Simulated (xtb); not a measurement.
A run for xtb: GFN1-xTB on Cl6Si2 (SMILES Cl[Si](Cl)(Cl)[Si](Cl)(Cl)Cl).

```
$ xtb mol.xyz --gfn 1 --sp --chrg 0 --uhf 0
8

Cl     2.08896371    -0.45976345    -1.61073813
Si     1.14278001    -0.10922764     0.18361212
Cl     1.86565920     1.62715199     1.02040221
Cl     1.47772718    -1.68663728     1.46320728
Si    -1.14273107     0.10925311    -0.18363532
Cl    -1.47768027     1.68669355    -1.46319341
Cl    -1.86559499    -1.62710946    -1.02047343
Cl    -2.08892378     0.45973919     1.61071868
```

Predict the final total energy.

-29.6487 hartree.
